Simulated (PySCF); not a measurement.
## Calculated data, CH4AlNSi, CH5FSi2

Calculation on a computer-drawn molecule: the log of a Hartree-Fock and frozen-core CCSD(T) single point meant for a local Hartree-Fock minimum, with one planted fault or none, to be diagnosed. Offsets are logged minus clean, where the clean run is the same molecule without the fault. The reference is restricted for singlets and unrestricted otherwise, and also for a bond in bohr or an excited solution. Adding or removing an electron swaps singlet and doublet. The excited solution moves the top pair (singlet) or top alpha electron (doublet) to the lowest empty orbital. Highest occupied and lowest empty are orbital energies over both spins, largest force is the largest gradient component, triples share is (T) over the correlation energy, the T1 limit is 0.02 restricted and 0.045 unrestricted, electrons count all cores, a negative frequency is imaginary (commonest isotopes), and the dipole is about the centre of nuclear charge. Program: PySCF 2.14.0.

Common to all runs: meant charge 0; meant multiplicity 1; meant basis cc-pV(D+d)Z; logged SCF converged yes; logged spin squared 0; possible faults no fault, one electron removed, one electron added, multiplicity raised by two, geometry at a saddle point, SCF held on an excited solution, minimal basis STO-3G, one bond length entered in bohr, all coordinates scaled.

(1) 
```xyz
8
formula=CH4AlNSi logged_electrons=44 logged_basis_functions=94 logged_highest_occupied=-3.7618 logged_lowest_empty=-1.0625 logged_largest_force=0.044989 logged_CC_converged=no logged_dipole_magnitude=2.0195 logged_SCF_stable_within_its_kind=no logged_energy_HF=-625.2176 planted_fault=SCF_held_on_an_excited_solution HF_energy_offset_from_clean_run=146.2
C     -1.2791     1.3602    -2.7595
Si    -1.8091     1.4327    -0.9096
N     -0.6503     0.4464    -0.1767
Al     0.3715    -0.4652     0.7100
H     -0.2489     1.7240    -2.8670
H     -1.9268     1.9539    -3.4124
H     -1.2905     0.3201    -3.1103
H      1.3250    -1.3240     1.5830
```

Units: logged_highest_occupied, logged_lowest_empty in eV; logged_largest_force in hartree/bohr; logged_dipole_magnitude in debye; logged_energy_HF in hartree; HF_energy_offset_from_clean_run in kcal/mol.

Drawn bonds:
```tsv
atom	other atom	order
1	2	1
2	3	1
3	4	2
1	5	1
1	6	1
1	7	1
4	8	1
```

Notes: CCSD not converged.

(2) 
```xyz
9
formula=CH5FSi2 logged_electrons=48 logged_basis_functions=99 logged_highest_occupied=-8.2059 logged_lowest_empty=0.45194 logged_largest_force=0.056412 logged_T1_diagnostic=0.012488 logged_D1_diagnostic=0.033971 logged_triples_share=0.022669 logged_CC_converged=yes logged_dipole_magnitude=2.6169 logged_SCF_stable_within_its_kind=yes logged_energy_HF=-718.05657 logged_energy_CCSD(T)=-718.62731 planted_fault=all_coordinates_scaled,by_-6.2_% HF_energy_offset_from_clean_run=22.05 CCSD(T)_energy_offset_from_clean_run=26.22
C     -0.4018    -0.7087     0.3837
Si     1.0213     0.2997    -0.0515
Si     0.8067    -0.0307    -2.2774
F      1.8005     0.8086    -3.0743
H     -0.5039    -1.5819    -0.1470
H     -1.2368    -0.1376     0.1767
H     -0.4242    -0.9254     1.3846
H     -0.4605     0.3036    -2.7441
H      1.0535    -1.3611    -2.6039
```

Units: logged_highest_occupied, logged_lowest_empty in eV; logged_largest_force in hartree/bohr; logged_dipole_magnitude in debye; logged_energy_HF, logged_energy_CCSD(T) in hartree; HF_energy_offset_from_clean_run, CCSD(T)_energy_offset_from_clean_run in kcal/mol.

Drawn bonds:
```tsv
atom	other atom	order
1	2	1
2	3	1
3	4	1
1	5	1
1	6	1
1	7	1
3	8	1
3	9	1
```
